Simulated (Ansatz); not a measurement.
A nudged elastic band was laid between two geometries of ClF₃H₂OW (8 atoms, charge 0, multiplicity 1).

The calculation used RKS B3LYP-D4/def2-SVP in Ansatz 0.2.0.

```json
{
 "movable images": "5",
 "climbing image": "yes",
 "spring": "20.0 eV/Å²",
 "optimiser": "quadratic models (default)",
 "start path": "through a guess of the saddle point",
 "force threshold": "0.05 eV/Å",
 "iteration limit": "60",
 "end points": "relaxed"
}
```

Initial state:

```xyz
8
Properties=species:S:1:pos:R:3
W 0.060 -0.030 0.137
Cl 0.835 -0.075 2.331
H 1.676 0.331 -0.275
F 0.028 1.804 0.459
F -1.774 0.219 -0.228
O 0.155 -1.872 0.297
H 0.325 -2.545 0.970
F 0.168 -0.200 -1.727
```

Final state:

```xyz
8
Properties=species:S:1:pos:R:3
W -0.665 0.055 -0.657
Cl 2.185 -1.172 2.367
H 2.036 0.047 1.957
F -0.642 1.873 -1.049
F -2.182 0.311 0.378
O -0.121 -1.451 0.227
H 0.506 -1.759 0.908
F 0.357 -0.270 -2.168
```

(1) Which bonds break or form, and what moves?

(2) What energy profile does the band end with?

(3) What is the geometry of the highest image?

Answers

(1) Bonds broken: W1–Cl2, W1–H3. Bonds formed: Cl2–H3. ClF3H2OW becomes ClH + F3HOW.

(2) The forces met the threshold. The highest image is number 3 of 0 to 6, 1.03 eV above the first end and 0.50 eV above the last; the last end lies 0.54 eV above the first. Another band between the same ends (5 images) ends at a top of the same energy, where a vibrational analysis finds 1 clearly imaginary mode. The orbitals stay closed-shell, which can raise the energy where a bond breaks towards radicals; this wasn't checked here.

```
image  path coordinate (Å)  energy (eV)  W1–Cl2 (Å)  W1–H3 (Å)  Cl2–H3 (Å)
    0                 0.00         0.00        2.33       1.71        2.77
    1                 0.99         0.04        2.29       1.72        2.83
    2                 1.97         0.08        2.38       1.68        2.36
    3                 2.96         1.03        2.88       1.85        1.52
    4                 4.00         0.64        3.64       2.50        1.31
    5                 5.05         0.56        3.94       2.98        1.30
    6                 6.09         0.54        4.33       3.76        1.30
```

(3) 
```xyz
8
Properties=species:S:1:pos:R:3
W -0.129 -0.035 -0.237
Cl 0.888 0.175 2.446
H 1.267 0.067 0.975
F 0.253 1.777 -0.326
F -1.673 0.187 0.791
O 0.130 -1.835 0.005
H 0.627 -2.569 0.387
F 0.108 -0.134 -2.077
```

The run took 4.9 min on 4 threads of Arm Neoverse V1, with other jobs on the host, peak memory 0.3 GiB.
